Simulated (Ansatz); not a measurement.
Relaxation of AlF2H3O (7 atoms, charge 0, multiplicity 1), to a largest force component of 0.03 eV/Å in at most 50 steps.

All numbers below come from RKS B3LYP/def2-SVP in Ansatz 0.2.0.

```xyz
7
Properties=species:S:1:pos:R:3:forces:R:3
Al -0.073 -0.242 0.019 -0.02 0.34 1.01
O -0.031 -0.269 1.774 0.07 0.28 -0.88
H -0.826 -0.424 2.294 -0.06 -0.04 0.02
F 1.417 -0.305 -0.709 -0.02 0.00 -0.02
H -1.405 -0.284 -0.804 0.05 -0.02 -0.01
F 0.060 2.461 0.996 -0.06 -0.11 -0.39
H 0.209 1.922 1.736 0.03 -0.45 0.28
```

Question: Where does it end, and by what steps?

Answer: It converged. After 18 steps the energy has fallen by 1.412 eV; H7 moved furthest, 1.11 Å. Parted: F6–H7 (0.93 → 2.34 Å). Joined: Al1–F6 (2.88 → 1.69 Å), O2–H7 (2.20 → 0.97 Å).

| step | energy less start (eV) | largest force component (eV/Å) | accepted |
| --- | --- | --- | --- |
| 0 | 0.0000 | 1.008 | yes |
| 1 | -0.1930 | 0.564 | yes |
| 2 | -0.3273 | 0.667 | yes |
| 3 | -0.5000 | 0.767 | yes |
| 4 | -0.5452 | 1.112 | yes |
| 5 | -0.5847 | 0.528 | yes |
| 6 | -0.5937 | 1.242 | yes |
| 7 | -0.6877 | 0.618 | yes |
| 8 | -0.8852 | 1.678 | yes |
| 9 | -1.0626 | 1.714 | yes |
| 10 | -1.2723 | 0.911 | yes |
| 11 | -1.1153 | 3.473 | no |
| 12 | -1.3285 | 0.556 | yes |
| 13 | -1.3730 | 0.348 | yes |
| 14 | -1.3903 | 0.615 | yes |
| 15 | -1.3721 | 0.954 | no |
| 16 | -1.4121 | 0.049 | yes |
| 17 | -1.4122 | 0.037 | yes |
| 18 | -1.4123 | 0.008 | yes |

```xyz
7
Properties=species:S:1:pos:R:3
Al 0.006 0.457 -0.097
O -0.039 0.096 1.858
H -0.798 -0.376 2.235
F 1.434 -0.250 -0.597
H -1.358 -0.152 -0.598
F 0.098 2.110 0.229
H 0.008 0.974 2.276
```

Run time: 51 s on 1 thread of Arm Neoverse V1 (shared host), peak memory 0.16 GiB.
